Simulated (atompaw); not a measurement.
u(r) = r·R(r): atom against pseudo-atom (erbium)

Columns: radius, all-electron u(r) and pseudo u(r) of the 5d shell (level -1.21 eV) of erbium in the configuration [Kr] 4d10 4f12 5s2 5p6 5d0 6s1.75 6p0.25; PBEsol, scalar-relativistic, PAW (atompaw) scheme, atompaw 4.2.0.5.

```csv
r (bohr),all-electron,pseudo
0.115,0.1284,0.0003
0.231,0.0118,0.0026
0.346,-0.1568,0.0086
0.462,-0.2000,0.0198
0.577,-0.1418,0.0371
0.692,-0.0387,0.0611
0.808,0.0743,0.0921
0.923,0.1778,0.1290
1.038,0.2664,0.1708
1.154,0.3393,0.2167
1.269,0.3964,0.2639
1.385,0.4406,0.3114
1.500,0.4731,0.3564
1.615,0.4966,0.3978
1.731,0.5127,0.4343
1.846,0.5227,0.4642
1.962,0.5281,0.4876
2.077,0.5297,0.5040
2.192,0.5285,0.5139
2.308,0.5250,0.5180
2.423,0.5200,0.5175
2.538,0.5138,0.5134
2.654,0.5067,0.5069
2.769,0.4990,0.4992
2.885,0.4909,0.4909
3.000,0.4825,0.4825
```

(1) How many radial nodes do the two functions have?

(2) Is the pseudo-wave norm-conserving?

Answers

(1) The all-electron 5d function has n − l − 1 = 2; the pseudo-wave has 0, since the states of the same l below it are removed with the core.

(2) No, it belongs to a PAW set: the norm inside the radius is not constrained, and the difference is carried by the augmentation charge.
